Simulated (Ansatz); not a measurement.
F4Te, triplet, geometry from GFN2-xTB (a higher spin typed on purpose: for a closed-shell molecule this is an excited state) (all electrons, no relativity); CAM-B3LYP/STO-3G (Ansatz, a program for electronic structure).

Here is a job for Ansatz.
Ansatz 0.2 input:
```yaml
crystal:
  periodic: [false, false, false]
  atoms:
    - {symbol: Te, position_ang: [-0.01212984, 0.00717280, 0.04829380]}
    - {symbol: F, position_ang: [-0.14724257, 1.81387706, 1.04877868]}
    - {symbol: F, position_ang: [0.21441232, -1.52023906, -1.22691457]}
    - {symbol: F, position_ang: [-0.48009114, -1.44291290, 1.44888990]}
    - {symbol: F, position_ang: [0.48300493, 1.10783207, -1.54978487]}
basis:
  gaussian:
    orbitals: STO-3G
hamiltonian:
  xc: cam_b3lyp
magnetization: {spin_polarized: true, initial_magnetization: 2}
accuracy: high
```

The log (banner, timings and long lists left out):

```
Functional definition: CAM-B3LYP
792 factors; integrals over basis functions are off by at most 4.8e-9 eV
227 factors; integrals over basis functions are off by at most 9.0e-10 eV
mean field evaluation 1: about -188913.3240 eV, gradient 1.8e1 eV
mean field evaluation 2: about -188915.6914 eV, gradient 1.1e1 eV
mean field evaluation 4: about -188917.0164 eV, gradient 9.0e-1 eV
mean field evaluation 8: about -188917.0815 eV, gradient 2.9e-2 eV
mean field evaluation 16: about -188917.0815 eV, gradient 5.7e-4 eV
mean field evaluation 32: about -188917.0522 eV, gradient 3.5e-1 eV
mean field -188917.08150425 eV, -6942.5746926840 hartree, gradient 1.8e-8 eV, S^2 2.028142; 2 other end points of the search recorded, 0 dependent functions left out
reference -188917.08151479 eV, -6942.5746930714 hartree; 45, 43 occupied and 2, 4 virtual orbitals, 792 factors
Total energy: -188917.08151479 eV, -6942.5746930714 hartree
```
